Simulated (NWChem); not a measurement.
# NbHO2Cl2; SMILES [O]=[Nb]([OH])([Cl])[Cl]

```xyz
6

Nb     0.2210     0.0207     0.0000
O      0.9585     1.5301     0.0000
Cl    -1.0475    -0.1574     1.9119
Cl    -1.0475    -0.1574    -1.9119
O      1.5842    -1.2533     0.0000
H      2.5464    -1.1891     0.0000
```
Atoms are numbered in this order, from 1.

All runs: NWChem. STO-3G and 3-21G are far too small for this property and stand as cheap habits. The geometry was optimised at PBE0/def2-SVP (def2 core potentials past Kr). Field at 589 nm.

Problem. What does the run give for B3LYP/STO-3G (all-electron, non-relativistic)? Quantities: isotropic polarisability (bohr³); anisotropy (bohr³).

Solution. 
```json
{
 "isotropic polarisability (bohr³)": "35.8",
 "anisotropy (bohr³)": "16.6"
}
```
